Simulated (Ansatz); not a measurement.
Ideal-gas functions of `C1[SiH2][Se]1` at 298.15 K and 1 bar, from an Ansatz frequency run at PBE0-D4/def2-TZVP.

Molar mass 123.09 g/mol, point group Cs (symmetry number 1), electronic degeneracy 1, moments of inertia 38.558, 124.64, 153.73 u Å². Harmonic wavenumbers (cm⁻¹, unscaled): 422, 483, 506, 551, 679, 783, 801, 912, 950, 977, 1407, 2252, 2269, 3139, 3228.

Use S(trans) = R[1.5 ln M + 2.5 ln T − 1.1517]; rotational temperatures θ = 24.2544 K / I; S(rot) = R[ln(√π/σ · √(T³/θAθBθC)) + 1.5]; for each mode x = 1.438777 ν̃/T, S = R[x/(eˣ − 1) − ln(1 − e⁻ˣ)] and H = RT x/(eˣ − 1); 1 cm⁻¹ = 0.0119627 kJ/mol; R = 8.31446 J/(mol·K).

Problem. By hand: the entropy, in J/(mol·K).

Solution. Translation 168.9. Rotation: θ = 0.629, 0.1946, 0.1578 K, giving 104.7. Vibration, mode by mode: 3.70, 2.94, 2.69, 2.27, 1.39, 0.93, 0.86, 0.56, 0.48, 0.43, 0.07, 0.00, 0.00, 0.00, 0.00, in all 16.3. Electronic 0.0. Sum 289.9 J/(mol·K).

Problem. By hand: H − E and G − E in kJ/mol, counted from the electronic energy.

Solution. Zero-point energy ½ × 19359 × 0.0119627 = 115.8; thermal vibration 3.6; translation, rotation and pV give 4 RT = 9.9. H − E = 129.3 kJ/mol, and G − E = 129.3 − 298.15 × 289.9/1000 = 42.9 kJ/mol.

Vibration gives 6 % of the entropy.
